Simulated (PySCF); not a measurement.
## The third ionisation energy along the 3d series

Calculated with PySCF 2.14 from differences of total energies of unrestricted determinants, without spin-orbit coupling. Values in eV. The last column holds reference values (NIST; (s) semi-empirical, (t) theoretical, else measured). Unmarked ones compare directly (S terms, centres of terms, or small fine structure); those marked * lie between the lowest fine-structure levels and include a spin-orbit shift.

```json
{"element": "Sc (aug-cc-pVTZ, non-relativistic)", "configurations": "[Ar] 3d1 → [Ar]", "UHF": "23.981", "LDA": "25.508", "PBE": "25.455", "r2SCAN": "25.241", "MP2 (valence)": "n/a", "CCSD (valence)": "n/a", "reference": "24.757 *"}
{"element": "Ti (aug-cc-pVTZ, non-relativistic)", "configurations": "[Ar] 3d2 → [Ar] 3d1", "UHF": "26.768", "LDA": "28.184", "PBE": "28.099", "r2SCAN": "28.069", "MP2 (valence)": "26.890", "CCSD (valence)": "26.925", "reference": "27.492 *"}
{"element": "V (aug-cc-pVTZ, non-relativistic)", "configurations": "[Ar] 3d3 → [Ar] 3d2", "UHF": "28.350", "LDA": "30.215", "PBE": "29.970", "r2SCAN": "29.925", "MP2 (valence)": "28.723", "CCSD (valence)": "28.788", "reference": "29.311 *"}
{"element": "Cr (aug-cc-pVTZ, non-relativistic)", "configurations": "[Ar] 3d4 → [Ar] 3d3", "UHF": "29.880", "LDA": "32.105", "PBE": "31.680", "r2SCAN": "31.242", "MP2 (valence)": "30.529", "CCSD (valence)": "30.587", "reference": "30.959 ± 0.025 *"}
{"element": "Mn (aug-cc-pVTZ, non-relativistic)", "configurations": "[Ar] 3d5 → [Ar] 3d4", "UHF": "32.588", "LDA": "34.653", "PBE": "34.257", "r2SCAN": "34.112", "MP2 (valence)": "33.422", "CCSD (valence)": "33.445", "reference": "33.668 ± 0.012 *"}
{"element": "Fe (aug-cc-pVTZ, non-relativistic)", "configurations": "[Ar] 3d6 → [Ar] 3d5", "UHF": "28.534", "LDA": "31.879", "PBE": "31.681", "r2SCAN": "31.006", "MP2 (valence)": "30.134", "CCSD (valence)": "30.089", "reference": "30.651 ± 0.012 *"}
{"element": "Co (aug-cc-pVTZ, non-relativistic)", "configurations": "[Ar] 3d7 → [Ar] 3d6", "UHF": "31.448", "LDA": "34.617", "PBE": "34.370", "r2SCAN": "33.995", "MP2 (valence)": "33.306", "CCSD (valence)": "33.148", "reference": "33.5 ± 0.06 (s) *"}
{"element": "Ni (aug-cc-pVTZ, non-relativistic)", "configurations": "[Ar] 3d8 → [Ar] 3d7", "UHF": "32.882", "LDA": "36.551", "PBE": "36.074", "r2SCAN": "35.725", "MP2 (valence)": "35.190", "CCSD (valence)": "n/a", "reference": "35.187 ± 0.019 *"}
{"element": "Cu (aug-cc-pVTZ-PP with ECP10MDF, ECP)", "configurations": "[Ar] 3d9 → [Ar] 3d8", "UHF": "34.048", "LDA": "38.014", "PBE": "37.148", "r2SCAN": "36.153", "MP2 (valence)": "36.848", "CCSD (valence)": "36.352", "reference": "36.841 ± 0.012 *"}
{"element": "Zn (aug-cc-pVTZ-PP with ECP10MDF, ECP)", "configurations": "[Ar] 3d10 → [Ar] 3d9", "UHF": "36.994", "LDA": "40.764", "PBE": "40.011", "r2SCAN": "39.414", "MP2 (valence)": "40.081", "CCSD (valence)": "39.408", "reference": "39.723 *"}
```

"Valence" correlates the outer s and p shells and, in groups 3 to 12 and the f block, the outer d or f shell, open or full, or the next shell where the ion has no valence electron left; the wider scheme adds the next inner shell.
